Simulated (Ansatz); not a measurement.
Z-matrix (Å, degrees):
```
C
C 1 1.493
N 1 1.449 2 112.2
H 1 1.105 2 109.6 3 126.4
H 1 1.095 2 108.0 3 -118.3
C 2 1.325 1 124.7 3 -129.4
H 2 1.088 1 115.3 3 51.3
C 3 1.450 1 112.9 2 -166.9
C 3 1.453 1 113.5 2 62.3
H 6 1.086 2 121.3 1 1.5
H 6 1.084 2 121.7 1 -178.1
C 8 1.517 3 113.1 1 73.7
H 8 1.094 3 107.2 1 -166.7
H 8 1.105 3 112.1 1 -50.6
C 9 1.525 3 116.6 1 66.3
H 9 1.094 3 107.6 1 -56.6
H 9 1.095 3 107.2 1 -170.8
H 12 1.092 8 110.3 3 55.4
H 12 1.092 8 112.3 3 -65.3
H 12 1.093 8 110.2 3 175.3
H 15 1.093 9 109.9 3 178.8
H 15 1.093 9 111.8 3 59.3
H 15 1.092 9 111.8 3 -62.0
```

Total charge 0; spin multiplicity 1.

Problem. List the ωB97M-V/def2-TZVPP orbital energies in eV (Ansatz). (Best estimate.)

Solution. Computed: Occupied: -394.27, -281.98, -281.93, -281.82, -281.46, -281.19, -280.99, -280.96, -28.63, -24.76, -24.01, -22.99, -21.51, -20.19, -18.75, -17.90, -16.34, -16.04, -15.37, -15.03, -14.45, -13.93, -13.55, -13.15, -12.95, -12.54, -12.42, -11.91, -11.73, -11.61, -9.75, -8.38. Lowest empty: 2.37, 2.66, 3.16, 3.46, 3.51, 4.11, 4.18, 4.42.
